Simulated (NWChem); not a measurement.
Program: NWChem. System: H4N (+1), charge 1, spin multiplicity 1, at a geometry optimised with B3LYP/def2-SVP. The structure started from a generated list of species. Level: CR-EOMCCSD(T)/aug-cc-pVDZ, 1 core orbitals frozen.

The NWChem input:

```
start mol
memory heap 100 mb stack 700 mb global 1900 mb
charge 1
geometry units angstroms nocenter noautoz
  N      0.000000     0.000000     0.000000
  H      0.842807     0.000000     0.595954
  H     -0.842807     0.000000     0.595954
  H      0.000000     0.842806    -0.595955
  H      0.000000    -0.842806    -0.595955
  symmetry group C2v
end
basis spherical
  * library aug-cc-pvdz
end
scf
  rhf
  nopen 0
  maxiter 100
  thresh 1e-7
  semidirect memsize 60000000 filesize 0
end
tce
  freeze core 1
  creomsd(t)
  nroots 1
  2eorb
  2emet 13
  thresh 1e-5
  maxiter 200
  tilesize 24
end
task tce energy
```

Output (cleaned and shortened):

```
             Northwest Computational Chemistry Package (NWChem) 7.3.0
             --------------------------------------------------------

                                NWChem Input Module
                                -------------------

 Scaling coordinates for geometry "geometry" by  1.889725989
 (inverse scale =  0.529177249)

 Turning off AUTOSYM since
 SYMMETRY directive was detected!

                             Geometry "geometry" -> ""
                             -------------------------

 Output coordinates in angstroms (scale by  1.889725989 to convert to a.u.)

  No.       Tag          Charge          X              Y              Z
 ---- ---------------- ---------- -------------- -------------- --------------
    1 N                    7.0000     0.00000000     0.00000000     0.00000000
    2 H                    1.0000     0.84280700     0.00000000     0.59595400
    3 H                    1.0000    -0.84280700     0.00000000     0.59595400
    4 H                    1.0000     0.00000000     0.84280600    -0.59595500
    5 H                    1.0000     0.00000000    -0.84280600    -0.59595500

 Effective nuclear repulsion energy (a.u.)      16.2380439531

            Nuclear Dipole moment (a.u.)
            ----------------------------
        X                 Y               Z
 ---------------- ---------------- ----------------
     0.0000000000     0.0000000000    -0.0000037795

      Symmetry information
      --------------------

 Group name             C2v
 Group number             16
 Group order               4
 No. of unique centers     3

      Symmetry unique atoms

     1    2    4


 Summary of "ao basis" -> "" (spherical)
 ------------------------------------------------------------------------------
       Tag                 Description            Shells   Functions and Types
 ---------------- ------------------------------  ------  ---------------------
 *                        aug-cc-pvdz                 on all atoms

 Summary of "ao basis" -> "ao basis" (spherical)
 ------------------------------------------------------------------------------
       Tag                 Description            Shells   Functions and Types
 ---------------- ------------------------------  ------  ---------------------
 N                        aug-cc-pvdz                9       23   4s3p2d
 H                        aug-cc-pvdz                5        9   3s2p

                                 NWChem SCF Module
                                 -----------------

  ao basis        = "ao basis"
  functions       =    59
  atoms           =     5
  closed shells   =     5
  open shells     =     0
  charge          =   1.00
  wavefunction    = RHF
  use symmetry    = T
  symmetry adapt  = T

 Summary of "ao basis" -> "ao basis" (spherical)
 ------------------------------------------------------------------------------
       Tag                 Description            Shells   Functions and Types
 ---------------- ------------------------------  ------  ---------------------
 N                        aug-cc-pvdz                9       23   4s3p2d
 H                        aug-cc-pvdz                5        9   3s2p

      Symmetry analysis of basis
      --------------------------

        a1         25
        a2          6
        b1         14
        b2         14

 Forming initial guess at       0.0s

      Superposition of Atomic Density Guess
      -------------------------------------

 Sum of atomic energies:         -56.30005003
[...]
 Excited-state calculation ( b1  symmetry)
 =========================================
 Dim. of EOMCC iter. space      500

 EOMCCSD SOLVER TYPE  1
  maxdiff =   0.84704464989759054

 No. of initial right vectors    1

 EOM-CCSD right-hand side iterations
 --------------------------------------------------------------
      Residuum       Omega / hartree  Omega / eV    Cpu    Wall
 --------------------------------------------------------------

 Iteration   1 using    1 trial vectors
   0.5224122285598   0.6872983059167   18.70235     0.1     0.1

 Iteration   2 using    2 trial vectors
   0.1156120324938   0.5893941414816   16.03824     0.1     0.1

 Iteration   3 using    3 trial vectors
   0.0895290662266   0.5739548434443   15.61811     0.1     0.1

 Iteration   4 using    4 trial vectors
   0.0322056576884   0.5674189074273   15.44026     0.1     0.1

 Iteration   5 using    5 trial vectors
   0.0104788615778   0.5662964835646   15.40972     0.1     0.1

 Iteration   6 using    6 trial vectors
   0.0040576115860   0.5662458584825   15.40834     0.1     0.1

 Iteration   7 using    7 trial vectors
   0.0029481820462   0.5662169336060   15.40755     0.1     0.1

 Iteration   8 using    8 trial vectors
   0.0021547623032   0.5661901214695   15.40682     0.1     0.1

 Iteration   9 using    9 trial vectors
   0.0010691588966   0.5662142175576   15.40748     0.1     0.1

 Iteration  10 using   10 trial vectors
   0.0006073499926   0.5662121942693   15.40742     0.1     0.1

 Iteration  11 using   11 trial vectors
   0.0003770121922   0.5662089997618   15.40734     0.1     0.1

 Iteration  12 using   12 trial vectors
   0.0002125516314   0.5662074844150   15.40730     0.1     0.1

 Iteration  13 using   13 trial vectors
   0.0000979699913   0.5662059080713   15.40725     0.1     0.1

 Iteration  14 using   14 trial vectors
   0.0000444923025   0.5662070748176   15.40728     0.1     0.1

 Iteration  15 using   15 trial vectors
   0.0000196682870   0.5662074803000   15.40730     0.1     0.1

 Iteration  16 using   16 trial vectors
   0.0000091880724   0.5662073508734   15.40729     0.1     0.1
 --------------------------------------------------------------
 Iterations converged
 ------------------

 Excited state root  1
 Excitation energy / hartree =        0.566207350873399
                   / eV      =       15.407292499347742
 largest EOMCCSD amplitudes: R1 and R2

 Singles contributions
     6a1  (alpha) ---     4b1  (alpha)       -0.8776905629
    10a1  (alpha) ---     4b1  (alpha)        0.3395326358
    19a1  (alpha) ---     4b1  (alpha)       -0.1086857772

 Doubles contributions
======= CR-EOMCCSD(T) calculation ======
corresponding R0 value =     0.000000

CR-EOMCCSD(T) Intermediates cpu wall time             0.3            0.3
 creom_N i2_1 nr of boxes                    72
 creom_N i2_2 nr of boxes                   126
 creom_N i2_3 nr of boxes                    72
 creom_N i2_4 nr of boxes                   126

CR-EOMCCSD(T) triples loop cpu wall             0.3            0.3

 CR-EOMCCSD(T)  total energy / hartree       =       -56.192033014772477
 CR-EOMCCSD(T)  excitation energy (eV)       =     15.39122

 =========================================
 Excited-state calculation ( b2  symmetry)
 =========================================
 Dim. of EOMCC iter. space      500

 EOMCCSD SOLVER TYPE  1
  maxdiff =   0.84704445187238653

 No. of initial right vectors    1

 EOM-CCSD right-hand side iterations
 --------------------------------------------------------------
      Residuum       Omega / hartree  Omega / eV    Cpu    Wall
 --------------------------------------------------------------

 Iteration   1 using    1 trial vectors
   0.5224122549170   0.6872980954876   18.70234     0.2     0.2

 Iteration   2 using    2 trial vectors
   0.1156120509170   0.5893939228324   16.03823     0.1     0.1

 Iteration   3 using    3 trial vectors
   0.0895290577146   0.5739546191681   15.61811     0.1     0.1

 Iteration   4 using    4 trial vectors
   0.0322056457061   0.5674186830982   15.44025     0.1     0.1

 Iteration   5 using    5 trial vectors
   0.0104788550997   0.5662962598868   15.40971     0.1     0.1

 Iteration   6 using    6 trial vectors
   0.0040576051189   0.5662456349269   15.40833     0.1     0.1

 Iteration   7 using    7 trial vectors
   0.0029481633214   0.5662167101451   15.40755     0.1     0.1

 Iteration   8 using    8 trial vectors
   0.0021547420789   0.5661898983213   15.40682     0.1     0.1

 Iteration   9 using    9 trial vectors
   0.0010691498129   0.5662139942480   15.40747     0.1     0.1

 Iteration  10 using   10 trial vectors
   0.0006073471953   0.5662119709877   15.40742     0.1     0.1

 Iteration  11 using   11 trial vectors
   0.0003770121091   0.5662087765067   15.40733     0.1     0.1

 Iteration  12 using   12 trial vectors
   0.0002125517446   0.5662072611513   15.40729     0.1     0.1

 Iteration  13 using   13 trial vectors
   0.0000979699585   0.5662056848096   15.40725     0.1     0.1

 Iteration  14 using   14 trial vectors
   0.0000444922761   0.5662068515573   15.40728     0.1     0.1

 Iteration  15 using   15 trial vectors
   0.0000196682734   0.5662072570383   15.40729     0.1     0.1

 Iteration  16 using   16 trial vectors
   0.0000091880524   0.5662071276115   15.40729     0.1     0.1
 --------------------------------------------------------------
 Iterations converged
 ------------------

 Excited state root  1
 Excitation energy / hartree =        0.566207127611471
                   / eV      =       15.407286424078977
 largest EOMCCSD amplitudes: R1 and R2

 Singles contributions
     6a1  (alpha) ---     5b2  (alpha)       -0.8776905500
    10a1  (alpha) ---     5b2  (alpha)        0.3395327811
    19a1  (alpha) ---     5b2  (alpha)       -0.1086858401

 Doubles contributions
======= CR-EOMCCSD(T) calculation ======
corresponding R0 value =     0.000000

CR-EOMCCSD(T) Intermediates cpu wall time             0.3            0.3
 creom_N i2_1 nr of boxes                    72
 creom_N i2_2 nr of boxes                   126
 creom_N i2_3 nr of boxes                    72
 creom_N i2_4 nr of boxes                   126

CR-EOMCCSD(T) triples loop cpu wall             0.2            0.2

 CR-EOMCCSD(T)  total energy / hartree       =       -56.192033238999564
 CR-EOMCCSD(T)  excitation energy (eV)       =     15.39122

 Task  times  cpu:       11.3s     wall:       11.3s

 Total times  cpu:       11.3s     wall:       11.3s
```
